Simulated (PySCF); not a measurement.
Isomers of C2H6Si. Isolated molecules, 0 K electronic values unless said otherwise. Strings in code marks are SMILES.

The dipole moment from two functionals at the same geometries (PBE0-D3(BJ)/def2-TZVP), both in PySCF: PBE-D3(BJ)/def2-TZVP and ωB97X-D3(BJ)/def2-TZVP. 

```tsv
species	PBE-D3(BJ)/def2-TZVP (D)	ωB97X-D3(BJ)/def2-TZVP (D)
`CC=[SiH2]`	0.15	0.38
`C=[SiH]C`	1.60	1.83
`C=C[SiH3]`	0.76	0.77
`C1C[SiH2]1`	0.22	0.01
```

Over these rows, drawn at random from the members with no instability flagged (it was tested for open shells, ions and some series alone), PBE minus ωB97X-D3(BJ): mean -0.06 D, from -0.23 D to +0.21 D.
